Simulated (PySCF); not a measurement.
## Calculated NMR data

Level of theory: GFN2-xTB structure, shieldings: GIAO PBE0/pcSseg-1, in PySCF 2.14 (no relativistic terms, no solvent, single conformer, averaged over atoms made equivalent by symmetry, fast rotation or ring inversion).

Referencing at the same level of theory: TMS for $^{1}$H, $^{13}$C. Where no couplings were computed, multiplicities follow the n + 1 count of equivalent neighbours, and m marks all less simple cases (inequivalent or close neighbours, rings, F or P nearby). Shifts are as computed. Against solution values, carbons near 30 ppm lie about +3 ppm off and those near 130 ppm about +5 ppm. Of 1211 compounds with measured shifts, 218 miss one by over three times the rms of a fit or turn the order of signals round; such compounds aren't used in these exercises. OH and NH positions are gas-phase values without hydrogen bonding to other molecules.

**1.** `C=Cc1cccc(NC)c1`, C9H11N. $^{1}$H NMR (400 MHz, computed): δ 7.40 (m, 1H), 7.32 (m, 1H), 6.85 (m, 1H), 6.57 (d, 1H), 6.35 (s, 1H), 6.12 (m, 1H), 5.54 (m, 1H), 3.10 (br s, 1H), 2.95 (s, 3H). $^{13}$C{$^{1}$H} NMR (computed): δ 154.3, 146.4, 143.5, 134.8, 119.0, 118.4, 116.5, 114.1, 32.1.

**2.** SMILES C#C[C@H](C)c1cccn1C, C9H11N. $^{1}$H NMR (400 MHz, computed): δ 6.51 (m, 1H), 6.26 (m, 1H), 6.18 (m, 1H), 3.88 (s, 3H), 3.61 (m, 1H), 1.69 (d, 3H), 1.59 (d, 1H). $^{13}$C{$^{1}$H} NMR (computed): δ 134.6, 125.2, 112.3, 110.3, 91.5, 75.5, 34.7, 25.7, 20.9.
